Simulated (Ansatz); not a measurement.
Consider the formal exchange of groups at a B–C bond: `BC=C=C=C` + `F/C=C/[SiH3]` → `B/C=C/[SiH3]` + `C=C=C=CF`.

Computed with Ansatz on PBE0-D4/def2-TZVP structures; ΔE is electronic, products minus reactants. CBS: MP2 limit from def2 TZ/QZ plus the TZ coupled-cluster correction, frozen cores. Double bonds are as drawn, so ΔE can hold a change between cis and trans. DFT in def2-TZVPP.

(1) Is it downhill or uphill in electronic energy at CCSD(T)/CBS, and by how much? (Best estimate.)

(2) What do these levels give: r2SCAN-D4, PBE0-D4, r2SCANh-D4, BHLYP-D4, ωB97M-V, B2PLYP, PBE, revPBE, BLYP, r2SCAN, MP2/def2-QZVPP, HF/CBS(def2)? (An estimate is asked.)

(3) What do rigid-rotor, harmonic-oscillator terms from PBE0-D4/def2-TZVP frequencies (298.15 K, 1 bar) make of the CCSD(T)/CBS value? (Best estimate.)

Largest T1 diagnostic among the species: 0.015.

## Answers

(1) The calculation gave: Uphill: ΔE = +40.1 kJ/mol.

(2) Computed: r2SCAN-D4 42.9, PBE0-D4 41.3, r2SCANh-D4 43.3, BHLYP-D4 41.6, ωB97M-V 41.3, B2PLYP 41.4, PBE 39.3, revPBE 39.0, BLYP 37.9, r2SCAN 42.9, MP2/def2-QZVPP 44.3, HF/CBS(def2) 43.5 kJ/mol.

(3) Computed: ΔZPE = -1.1 kJ/mol, ΔH = +39.5 kJ/mol, ΔS = 5 J/(mol·K), ΔG = +38.0 kJ/mol.

Leaving LDA and LC-ωPBE aside and taking each functional with its dispersion term where it has one, the values, not all of them listed here, spread over 6.7 kJ/mol, from BLYP-D4 to r2SCAN0-D4. From BLYP to BHLYP (50 % exact exchange), in def2-TZVPP and without D4, ΔE moves by +4.1 kJ/mol.
